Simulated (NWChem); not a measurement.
Molecule: CHAgO; SMILES [O+]#[C-]->[AgH]

```xyz
4

Ag    -0.4584     0.4808     0.0077
H     -0.8484     2.0736     0.0134
O      0.3198    -2.6252    -0.0035
C      0.0421    -1.5342     0.0005
```
Atoms are numbered in this order, from 1.

Level: PBE0/def2-SVP with def2 effective core potentials on Ag (NWChem), optimised geometry, unscaled harmonic frequencies. def2 effective core potentials on Ag; no spin-orbit coupling.

```csv
frequency (cm⁻¹),IR intensity (km/mol)
143,59.4
281,4.7
457,80.4
472,83.0
1840,65.3
2289,295.8
```

```json
{
 "zero_point_energy": "7.8 kcal/mol",
 "thermal correction to the enthalpy at 298.15 K (with zero-point energy)": "11.2 kcal/mol",
 "heat capacity Cv": "12.3 cal/(mol K)",
 "entropy at 298.15 K and 1 atm (symmetry number 1)": "59.9 cal/(mol K)"
}
```

Rigid rotor and harmonic oscillator.
